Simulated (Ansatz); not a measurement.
CCl3F3Si, SMILES `FC(F)(F)[Si](Cl)(Cl)Cl`. Total charge 0; spin multiplicity 1.

```xyz
8

F    -0.1523    1.6125   -1.0903
C     0.4237    0.4358   -0.8131
F     1.7297    0.6602   -0.6192
F     0.3032   -0.3394   -1.8984
Si   -0.3823   -0.3929    0.7333
Cl   -2.3389   -0.6796    0.3332
Cl    0.5561   -2.1502    1.0534
Cl   -0.1392    0.8535    2.3012
```

What are the harmonic wavenumbers in cm⁻¹ at PBE0-D4/def2-TZVP (Ansatz, finite differences of forces, unscaled)? (Estimate.)

The calculation gave: 38, 98, 98, 170, 170, 177, 277, 277, 362, 529, 529, 540, 642, 642, 760, 1159, 1159, 1228.

Is this a minimum?

Yes, all 18 modes are real.

Give the ideal-gas thermochemistry at 298.15 K and 1 bar (rigid rotor, harmonic oscillator; point group C3v, symmetry number 3).

Zero-point energy 53.0 kJ/mol; H(298) − E = 79.7 kJ/mol; entropy 405.2 J/(mol·K), of which translation 175.1, rotation 118.4, vibration 111.6; G(298) − E = -41.1 kJ/mol. Modes under 100 cm⁻¹ are hindered rotations or soft bends, so the harmonic entropy is rough.

And at 400, 500, 600, 800 and 1000 K?


```
T (K)  H − E (kJ/mol)  S (J/mol/K)  G − E (kJ/mol)
  400            93.9        445.8           -84.5
  500           108.9        479.4          -130.8
  600           124.8        508.3          -180.2
  800           158.0        556.0          -286.8
 1000           192.4        594.4          -402.0
```

Rotational constants (cm⁻¹)?

0.03505, 0.02743, 0.02743.
